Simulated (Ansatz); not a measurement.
`OBF` + `CCl` → `OBCCl` + H–F  (formal exchange of groups at a B–F bond)

Gas-phase electronic energies from Ansatz, PBE0-D4/def2-TZVP geometries. CCSD(T)/CBS adds triple-zeta CCSD(T) − MP2 to the extrapolated MP2 energy (def2 sets, frozen cores). This one scheme is used for every species. DFT in def2-TZVPP. Each species was taken in one conformer, which may not be the lowest.

```csv
level,ΔE (kJ/mol)
LDA (SPW92),124.7
PBE-QIDH,135.6
BLYP,147.2
CCSD(T)/def2-SVP,153.1
SCS-MP2/def2-TZVPP,140.5
CCSD/def2-TZVPP,139.6
CCSD(T)/def2-TZVPP,135.9
SCS-MP2/def2-QZVPP,138.0
```

Task: What does CCSD(T)/CBS give? (Estimate.)

Result: Ansatz gave: +131.2 kJ/mol. The listed levels differ from it by -6.5, 4.4, 16.0, 21.9, 9.3, 8.4, 4.7, 6.8 kJ/mol.

Largest T1 diagnostic among the species: 0.013.

Leaving LDA and LC-ωPBE aside and taking each functional with its dispersion term where it has one, the values, not all of them listed here, spread over 20.7 kJ/mol, from revPBE-D4 to BHLYP-D4. LDA lies −8.2 kJ/mol from PBE without D4. The D4 term adds −7.4 kJ/mol with B3LYP and −3.9 kJ/mol with PBE0; it sums over pairs of atoms, weighted by their polarisabilities, and B3LYP, whose exchange is more repulsive, gets the larger term.

B3LYP here is the variant with VWN-RPA as its local correlation; programs differ in this.
